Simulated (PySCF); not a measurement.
K2.
InChI=1S/2K

Computed with PBE0/def2-SVP geometry optimisation, gas phase in PySCF 2.14.0.

Masses are those of the commonest isotopes; rigid-rotor values at the optimised geometry. 

What are the moment of inertia and the rotational constant?

I = 315.264 u·Å², B = 505379 MHz·u·Å²/I = 1603 MHz (0.0535 cm⁻¹, or 0.077 K as hB/k). For two atoms I = μr² with μ = 19.4819 u and r = 4.0227 Å.

List the first levels of a rigid rotor in a Σ state.

E(J) = BJ(J+1): J = 1: 0.107, J = 2: 0.321, J = 3: 0.642, J = 4: 1.069, J = 5: 1.604, J = 6: 2.246 cm⁻¹.

Has it a pure rotational spectrum?

Not by electric dipole: D∞h allows no dipole (computed 0.00 D). Rotational Raman lines (ΔJ = 2) lie at B(4J + 6), spaced by 4B = 0.214 cm⁻¹, with nuclear-spin weights that differ between even and odd J.

Estimate the classical rotational partition function at 10 K, 100 K and 298.15 K.

Point group D∞h, symmetry number σ = 2; q = kT/(σhB), k/h = 20836.6 MHz/K: 65.0 at 10 K, 650 at 100 K, 1940 at 298.15 K.

Whether it is a minimum is left open (no frequencies). Zero-point vibration and centrifugal distortion are left out.
